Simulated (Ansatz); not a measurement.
As₆⁺. The state is a doublet with charge 1. Geometry PBE-D4/def2-SVP, that of the neutral singlet; atoms count from 1.

```
atom    x (Å)    y (Å)    z (Å)
 As1   0.5184   0.4287  -1.8037
 As2   0.7556   1.7429   0.3103
 As3  -1.3330   0.6223   1.2417
 As4   1.8589  -0.4907   0.0963
 As5  -1.5702  -0.6919  -0.8723
 As6  -0.2296  -1.6113   1.0277
```

The structure comes from a short search, and lower isomers may exist.

(1) Estimate the Mulliken populations from the PBE0/def2-TZVP orbitals of Ansatz.

(2) Where does the spin sit?

(3) And the Mayer bond orders between heavy atoms (over 0.3)?

## Answers

(1) 
```tsv
atom	charge (e)	spin (α − β)
As1	0.18	0.23
As2	0.18	0.23
As3	0.18	0.23
As4	0.15	0.05
As5	0.18	0.23
As6	0.15	0.05
```
Mulliken values depend strongly on the basis.

(2) Summed by element: As 1.00, of 1 unpaired in all. Largest on single atoms: As1 0.23, As5 0.23, As3 0.23.

(3) As1–As2 0.77 (2.50 Å); As1–As4 0.95 (2.50 Å); As1–As5 1.06 (2.55 Å); As2–As3 1.06 (2.55 Å); As2–As4 0.95 (2.50 Å); As3–As5 0.77 (2.50 Å); As3–As6 0.95 (2.50 Å); As4–As6 0.99 (2.55 Å); As5–As6 0.95 (2.50 Å).
